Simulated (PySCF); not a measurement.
# How methods differ on the excitation energy of Tc²⁺

Tc²⁺ [Kr] 4d5 (6S) → Tc²⁺ [Kr] 4d4 5p1 (high-spin determinant), as a difference of total energies. Computed with PySCF 2.14 in aug-cc-pwCVDZ-PP with ECP28MDF (6s6p5d3f, 70 functions), with a scalar-relativistic core potential. Correlated levels: valence: 4s2 4p6 frozen. The calculations carry no spin-orbit coupling.

| method | excitation energy (eV) |
| --- | --- |
| UHF | 11.196 |
| MP2 (valence) | 11.500 |
| SCS-MP2 (valence) | 11.298 |
| CCSD (valence) | 11.483 |
| CCSD(T) (valence) | 11.482 |

**Question.** How much does correlation contribute at CCSD(T) (valence)?

**Answer.** 11.482 − (11.196) = 0.286 eV, measured against UHF.

The determinant of the upper state mixes LS terms, which raises its energy above the lowest term, most at the Hartree-Fock and MP2 levels.
